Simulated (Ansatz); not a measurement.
H₄NSi, SMILES [NH][SiH3], multiplicity 2.

Geometry optimised at ωB97X-D3(BJ)/def2-TZVP. A frequency run showed that this geometry is not a minimum. The isomer is the one that the SMILES or the coordinates give; other isomers of the formula were not compared.

Two levels are set side by side: PBE/def2-TZVPD (Ansatz, a quantum-chemistry and plane-wave program) and CAM-B3LYP/def2-TZVPD (Ansatz). Energy differences of separate SCF runs at the same geometry; the states with an electron removed or added have multiplicity 3 and 1. Differences are taken from unrounded values.

```tsv
quantity	CAM-B3LYP	PBE	PBE minus CAM-B3LYP
vertical ionisation energy (eV)	10.62	10.27	-0.35
vertical electron affinity (eV)	1.53	1.65	0.12
```
